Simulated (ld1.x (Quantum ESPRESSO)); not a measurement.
**Sb: one change to an ultrasoft potential, before and after**

- Element: Sb
- Generator: ld1.x (Quantum ESPRESSO) 7.5
- Type: ultrasoft
- Functional: LDA (PZ)
- Relativity: fully relativistic
- Frozen core: [Kr] 4d10
- Valence charge: 5
- Reference configuration: 5s2 5p3
- Partial waves: 5s (bound): rcut 2.00, rcutus 2.25 bohr; 5s channel at 0.25 Ry: rcut 2.00, rcutus 2.25 bohr; 5p (bound): rcut 2.25, rcutus 2.45 bohr; 5p channel at 0.05 Ry: rcut 2.25, rcutus 2.45 bohr
- Local potential: all-electron potential smoothed inside 2.15 bohr (lloc = -1)
- Core correction: Bessel-smoothed model core inside 1.45 bohr
- Augmentation charge: PSQ, radius 1.80 bohr

Open shells are filled in proportion to 2j + 1 (rel_dist='average').

Change: waves 5s (bound): rcut 2.00, rcutus 3.28 bohr; 5s channel at 0.25 Ry: rcut 2.00, rcutus 3.28 bohr.

Cutoffs: the cutoffs (Ry, on a coarse ladder) from which the occupation-weighted sum of valence levels, in a spherical-Bessel basis at the reference potential, stays within 10 and 1 mRy of its value at 400 Ry; they do not see the model core or the augmentation charge, which bear on the density cutoff. Errors are all-electron minus pseudo energies relative to the spin-unpolarised reference configuration.

Q: What does the change do?

A: Both files are very soft, the changed one slightly softer (loose and tight cutoff 6 and 12 Ry → 6 and 10 Ry on this coarse ladder); of the 7 tests that both files solve, the error grows in 1 and shrinks in 0 by more than 15 % and 0.3 meV (median size 8.5 → 11.1 meV); neither file shows a bound ghost.

| quantity | base | changed |
| --- | --- | --- |
| cutoff, loose | 6 Ry | 6 Ry |
| cutoff, tight | 12 Ry | 10 Ry |
| bound ghosts | none | none |
| error for 5s2 5p2, meV [ΔE 8.54 eV] | -7.1 | -6.9 |
| error for 5s2 5p1, meV [ΔE 24.81 eV] | -53 | -49 |
| error for 5s2 5p0, meV [ΔE 49.62 eV] | -199 | -171 |
| error for 5s1 5p4, meV [ΔE 8.18 eV] | -8.5 | -11 |
| error for 5s1 5p3, meV [ΔE 17.33 eV] | -28 | -25 |
| error for 5s2 5p2.5, meV [ΔE 3.36 eV] | -1.2 | -1.2 |
| error for 5s2 5p3.3, meV [ΔE -1.21 eV] | -0.2 | -0.2 |
| lowest overlap eigenvalue by channel | s 0.33, p1/2 0.56, p3/2 0.55 | s 0.07, p1/2 0.56, p3/2 0.55 |
